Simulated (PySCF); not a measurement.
Below is a simulated gas-phase B 1s photoelectron spectrum of `BCB(C)NC`.

Every computed line was given a Gaussian of 0.6 eV full width at half maximum and an area set by the number of equivalent atoms; the highest printed point is 100. Method: delta-SCF UKS SCAN, pcX-2 on the ionised atom, pcseg-1 elsewhere, spin-free X2C in PySCF.

binding energy (eV), intensity and a bar:
```
    194.4          0 
    194.5          1 
    194.6          4 #
    194.7         10 ###
    194.8         21 ######
    194.9         39 ############
    195.0         62 ###################
    195.1         85 #########################
    195.2         99 ##############################
    195.3        100 ##############################
    195.4         86 ##########################
    195.5         64 ###################
    195.6         41 ############
    195.7         22 #######
    195.8         10 ###
    195.9          4 #
    196.0          1 
    196.1          0
```

Question: Count the maxima, the lines and the sites behind this envelope.

Answer: The curve has 1 maximum (at 195.3 eV). Under it lie 2 lines from 2 inequivalent boron sites. At this width some lines have no maximum of their own.

Question: Decompose the envelope and assign each component. Numbering: `[BH2:1][CH2:2][B:3]([CH3:4])[NH:5][CH3:6]`.

Answer: 
| position (eV) | relative area | line | atoms | environment |
| --- | --- | --- | --- | --- |
| 195.23 | 1 | B 1s | B3 | three-coordinate boron |
| 195.28 | 1 | B 1s | B1 | three-coordinate boron |

Question: What are the centre and the root-mean-square width of the whole band?

Answer: The area-weighted mean of the lines is 195.25 eV. Their own spread about it is 0.02 eV (rms) and each Gaussian has σ = 0.6/2.355 = 0.25 eV; the variances add, which gives 0.26 eV.

Question: Above which line width would these two lines show one maximum?

Answer: Two equal Gaussians merge once their distance is under 2σ = FWHM/1.177. With 0.05 eV between them that is a full width over 0.06 eV.

The 2 B 1s values lie within 0.05 eV of each other; Gaussian lines of 0.5 eV full width would blend them into one maximum.

The curve has no shake-up lines and no vibrational structure. Spin contamination (⟨S²⟩ against 0.75 for a pure doublet) is marked for B 1s of B1 (1.00), which makes this value less certain. Isolated species at its PBE0-D3(BJ)/def2-SVP geometry (one conformer only).

Hardware: one thread of an Arm Neoverse N1, on a shared host. Cost: 1.9 min of wall time, 0.67 GiB resident at most.

Conformer computed: `[BH2:1][CH2:2][B:3]([CH3:4])[NH:5][CH3:6]`: B1–C2–B3–C4 -98°, C2–B3–N5–C6 1°.
